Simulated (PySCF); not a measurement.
Species: C₅H₅ClNP.
Numbering: `[CH3:1][c:2]1[cH:3][p:4][c:5]([Cl:6])[cH:7][n:8]1`

Cartesian coordinates in Å at the GFN2-xTB level; atoms count from 1:
```xyz
13
C5H5ClNP angstrom
C     -2.0349   -0.5085   -0.3211
C     -0.6176   -0.0985   -0.0546
C     -0.3595    0.9735    0.7881
P      1.2126    1.5721    1.1966
C      2.1408    0.4344    0.2533
Cl     3.8671    0.5944    0.3098
C      1.5931   -0.5710   -0.5219
N      0.3087   -0.8217   -0.6691
H     -2.0425   -1.3572   -0.9981
H     -2.5901    0.3141   -0.7682
H     -2.5304   -0.7844    0.6081
H     -1.2044    1.4850    1.2328
H      2.2526   -1.2319   -1.0734
```

Definitions: NICS(0) = −σiso at the ring centroid; NICS(1) = −σiso and NICS(1)zz = −σzz at ±1 Å along the ring normal z. Level: GIAO PBE0/pcSseg-1 (PySCF, non-relativistic, gas phase) on the GFN2-xTB geometry, one conformer.

Ring bond lengths (Å), with Mayer bond orders in brackets: C2–C3 1.388 (1.33), C3–P4 1.731 (1.34), P4–C5 1.745 (1.22), C5–C7 1.383 (1.32), C7–N8 1.317 (1.51), N8–C2 1.326 (1.48).

Question: What do the NICS probes read (ppm)?

Answer: 
```tsv
ring	type	NICS(0)	NICS(1), two faces	NICS(1)zz, two faces	rms pucker (Å)	centre to ring atoms, mean (Å)
C2–C3–P4–C5–C7–N8	6-membered ring with N and P; formal bonds all aromatic	-6.2	-9.9 / -9.9	-23.5 / -23.5	0.00	1.47
```

Question: What can be read from them?

Answer: 
- C2–C3–P4–C5–C7–N8: mean NICS(1)zz -23.5 ppm, shielded.

Question: What does the geometric index give? HOMA = 1 − mean of α(R − Ropt)² over the ring bonds, with Krygowski's 1993 parameters (CC: Ropt 1.388 Å, α 257.7 Å⁻²; CN: Ropt 1.334 Å, α 93.52 Å⁻²; CP: Ropt 1.698 Å, α 118.91 Å⁻²).

Answer: 
- C2–C3–P4–C5–C7–N8: HOMA 0.93; the largest term is that of P4–C5, α(R − Ropt)² = 0.26.

Question: What is the mean of the two in-plane components of NICS at the first NICS(1) probe listed for ring C2–C3–P4–C5–C7–N8, 1 Å off the ring?

Answer: The isotropic value is a third of the trace: (3 × -9.9 − (-23.5))/2 = -3.1 ppm.

Question: List the ring angles and the Hirshfeld charges of the ring atoms.

Answer: 
- C2–C3–P4–C5–C7–N8: C2 124.9° (+0.077 e), C3 125.4° (-0.113 e), P4 97.5° (+0.128 e), C5 124.5° (-0.053 e), C7 126.0° (+0.009 e), N8 121.7° (-0.145 e); sum 720.0° against 720° for a flat convex ring.
